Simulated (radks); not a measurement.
Problem. Coherent X-ray form factor from a spherical all-electron density. Method: Dirac Kohn-Sham, BLYP, spin-unpolarised, spherical densities, finite nucleus; Fermi nuclear charge, rms radius of each element as measured or else 0.836 A^(1/3) + 0.57 fm; computed with a radial shooting solver on a logarithmic mesh with Libxc functionals.

| sin(theta)/lambda (1/angstrom) | f0 (electrons) |
|---|---|
| 0.05 | 36.560 |
| 0.1 | 35.328 |
| 0.15 | 33.526 |
| 0.2 | 31.422 |
| 0.25 | 29.254 |
| 0.3 | 27.184 |
| 0.4 | 23.637 |
| 0.5 | 20.885 |
| 0.6 | 18.671 |
| 0.8 | 14.981 |
| 1 | 11.890 |
| 1.25 | 9.031 |
| 1.5 | 7.262 |
| 2 | 5.567 |

The species is in the configuration that NIST lists as its ground one. Which atom or ion scatters so?

Solution. The zirconium ion Zr3+, [Kr] 4d1. Extrapolating in s^2 from the first two rows gives f0(0) = 37.0, near the electron count 37; among species with that count, the fall with angle is slower the higher Z, and the table is that of Z = 40; from so few rows the species is fixed only to a neighbour or two.
